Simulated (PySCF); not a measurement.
Species: C₂H₃BO₂.
SMILES: `C#CB(O)O`

Torsions of this conformer, `[CH:1]#[C:2][B:3]([OH:4])[OH:5]`: H–O4–B3–C2 180°, H–O5–B3–C2 180°.

The closed-shell ground state was solved at several levels (PySCF, density fitting, gas phase, non-relativistic). Geometry: GFN2-xTB, one conformer, isolated molecule.

| level | basis functions | HOMO (eV) | LUMO (eV) | gap (eV) | dipole (D) |
| --- | --- | --- | --- | --- | --- |
| B3LYP/pcJ-1 | 165 | -7.77 | -0.45 | 7.32 | 2.64 |
| B3LYP/def2-SVPD | 130 | -7.88 | -0.68 | 7.20 | 2.32 |
| PBE0/pcSseg-1 | 100 | -8.06 | -0.26 | 7.80 | 2.58 |

(1) Estimate the row for PBE0/def2-SVPD, a basis of 130 functions; the other rows only guide the guess.

(2) Over all these levels, which gives the widest orbital gap and which the narrowest?

(3) How far do the dipole and the HOMO energy spread over the levels?

## Answers

(1) HOMO -8.15 eV, LUMO -0.41 eV, gap 7.74 eV, dipole 2.33 D.

(2) PBE0/pcSseg-1 (global hybrid, 25 % exact exchange) has the widest, 7.80 eV, and B3LYP/def2-SVPD (global hybrid, 20 % exact exchange) the narrowest, 7.20 eV. Functional and basis both differ between the two, so the spread mixes both effects.

(3) The dipole runs from 2.32 to 2.64 D (mean 2.47 D) and the HOMO from -8.15 to -7.77 eV.
